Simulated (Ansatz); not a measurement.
One geometry of the cluster BSb2⁻, several levels of theory.

```yaml
crystal:
  periodic: [false, false, false]
  atoms:
    - {symbol: B, position_ang: [-1.971734, -0.676893, -0.061544]}
    - {symbol: Sb, position_ang: [-0.302753, 0.655519, -0.108002]}
    - {symbol: Sb, position_ang: [2.274487, 0.021373, 0.169546]}
basis:
  gaussian: {orbitals: def2-TZVPD, initial_orbitals: start.molden}
total_charge: -1
hamiltonian: {xc: {name: BHLYP}, dispersion: d4}
scf: {omitted_lower_state_checks: [starts]}
output: {orbitals: {seedname: orbitals}}
```

The file start.molden holds the orbitals of an earlier run on this structure, at another level or in another basis.

```sh
$ ansatz run in.yaml --threads 4 --pin off --events-out ev --progress --plain --max-ram 3916MiB
```

Shortened log:

```
Functional definition: BHLYP
1221 factors; their error is unknown
mean field evaluation 1: about -13744.8721 eV, gradient 5.4e0 eV
mean field evaluation 2: about -13744.9768 eV, gradient 2.9e-1 eV
mean field evaluation 4: about -13745.0118 eV, gradient 1.5e-2 eV
mean field evaluation 8: about -13745.6949 eV, gradient 1.2e-3 eV
mean field evaluation 16: about -13745.6949 eV, gradient 1.9e-4 eV
mean field -13745.69494271 eV, -505.1449719781 hartree, gradient 1.9e-6 eV, S^2 0.000000; 0 other end points of the search recorded, 0 dependent functions left out
reference -13745.69507471 eV, -505.1449768287 hartree; 26, 26 occupied and 123, 123 virtual orbitals, 1221 factors
Total energy: -13745.95733558 eV, -505.1546147381 hartree
Checks for a lower state left out: starts
```

Run time 3.8 s (4 threads of Arm Neoverse V2 on a shared host).

First input, but with `hamiltonian: {xc: r2scan, dispersion: d4}` (abridged; 4.8 s):

```
Functional definition: r2SCAN
mean field evaluation 16: about -13754.5815 eV, gradient 3.5e-4 eV
mean field -13754.58150775 eV, -505.4715472195 hartree, gradient 5.6e-6 eV, S^2 0.000000
Total energy: -13754.60895419 eV, -505.4725558575 hartree
Checks for a lower state left out: starts
```

As the first input, with `gaussian: {orbitals: "def2-TZVPPD.json", initial_orbitals: start.molden}`, `correlation: {method: ccsd_t}` and without the key `hamiltonian` (abridged; 57 s):

```
Functional definition: HF
mean field evaluation 16: about -13689.3140 eV, gradient 1.0e1 eV
mean field evaluation 32: about -13683.8224 eV, gradient 1.1e0 eV
mean field evaluation 64: about -13690.3235 eV, gradient 6.6e-4 eV
mean field evaluation 96: about -13686.1785 eV, gradient 1.1e1 eV
mean field -13690.79115924 eV, -503.1272951507 hartree, gradient 1.7e-6 eV, S^2 0.000000; 1 other end points of the search recorded, 0 dependent functions left out; unrestricted orbitals would lower it
determinant -13690.79115924 eV, -503.1272951507 hartree, with singles and doubles -13711.40237866 eV, -503.8847434934 hartree
determinant -13690.32350677 eV, -503.1101092393 hartree, with singles and doubles -13711.24169287 eV, -503.8788383997 hartree
determinant -13690.79115924 eV, -503.1272951507 hartree, with singles and doubles -13711.33977218 eV, -503.8824427478 hartree
determinant -13690.32350677 eV, -503.1101092393 hartree, with singles and doubles -13711.24007570 eV, -503.8787789696 hartree
mean field evaluation 128: about -13690.3405 eV, gradient 1.1e1 eV
9 core orbitals not correlated: weight in the atoms' cores, before any rotation towards them, 1.000 or more for the frozen orbitals, at most 0.000 for the correlated occupied ones
second order -21.19487459 eV of doubles, -0.00000000 eV of singles
cycle   1  -20.91657171 eV  change   -2.8e-6 eV  update   7.4e-5
cycle   2  -20.91657186 eV  change   -1.5e-7 eV  update   2.2e-5
perturbative correction -1.24378881 eV, -0.0457083956 hartree
Total energy: -13712.48386746 eV, -503.9244874736 hartree
Checks for a lower state left out: starts
```

The first input with `hamiltonian: {xc: pbe0, dispersion: d4}` (abridged; 8.5 s):

```
Functional definition: PBE0
mean field evaluation 16: about -13749.1271 eV, gradient 2.1e-5 eV
mean field evaluation 32: about -13749.1374 eV, gradient 2.0e-2 eV
mean field -13749.13745638 eV, -505.2714820218 hartree, gradient 2.7e-6 eV, S^2 0.000000; 1 other end points of the search recorded, 0 dependent functions left out
Total energy: -13749.25864169 eV, -505.2759354999 hartree
Checks for a lower state left out: starts
```

The first input with `hamiltonian: {xc: lda}` (abridged; 0.8 s):

```
Functional definition: SPW92
mean field evaluation 16: about -13722.9115 eV, gradient 1.8e-5 eV
mean field -13722.91148494 eV, -504.3076953481 hartree, gradient 9.9e-7 eV, S^2 0.000000
Total energy: -13722.91151534 eV, -504.3076964653 hartree
Checks for a lower state left out: starts
```

The first input with `hamiltonian: {xc: pbe, dispersion: d4}`, `output: {forces: true, orbitals: {seedname: orbitals}}` (abridged; 1.9 s):

```
Functional definition: PBE
mean field evaluation 16: about -13748.9061 eV, gradient 3.2e-5 eV
mean field -13748.90606314 eV, -505.2629784771 hartree, gradient 4.8e-6 eV, S^2 0.000000
Total energy: -13749.04626538 eV, -505.2681308146 hartree
Atom 0 force    -0.002526    -0.002330     0.000111 eV/Å
Atom 1 force     0.009574     0.000799     0.000622 eV/Å
Atom 2 force    -0.007048     0.001531    -0.000733 eV/Å
Dipole moment:     0.693760     0.411273    -0.000809 e Å
Checks for a lower state left out: starts
```

Geometry: PBE-D4/def2-TZVPD.

In the def2 sets Sb takes a core potential; there is no spin–orbit coupling. Correlated methods freeze 9 core orbitals; core or outer-core shells of Sb are correlated, in sets that lack core-valence functions. At r2SCAN-D4/def2-TZVPD, LDA (SPW92)/def2-TZVPD, PBE-D4/def2-TZVPD the highest occupied level of the charge -1 singlet lies above zero (up to 0.38 eV). The electron is either unbound and held by the finite basis, or the level is raised by self-interaction error. At r2SCAN-D4/def2-TZVPD, LDA (SPW92)/def2-TZVPD, PBE-D4/def2-TZVPD an occupied level of the charge -1 singlet lies above an empty one (by up to 0.33 eV), so this SCF solution is probably not the lowest. At CCSD(T)/def2-TZVPPD T1 of the charge -1 singlet is large (up to 0.054), so the single-reference result is doubtful. At CCSD(T)/def2-TZVPPD the stability test found the charge -1 singlet unstable. The geometry of the singlet was relaxed on an unsound state (an occupied level 0.29 eV above an empty one). Another isomer (triplet) lies 2.77 eV lower at PBE0-D4/def2-TZVPD; other spin states weren't run for this one.
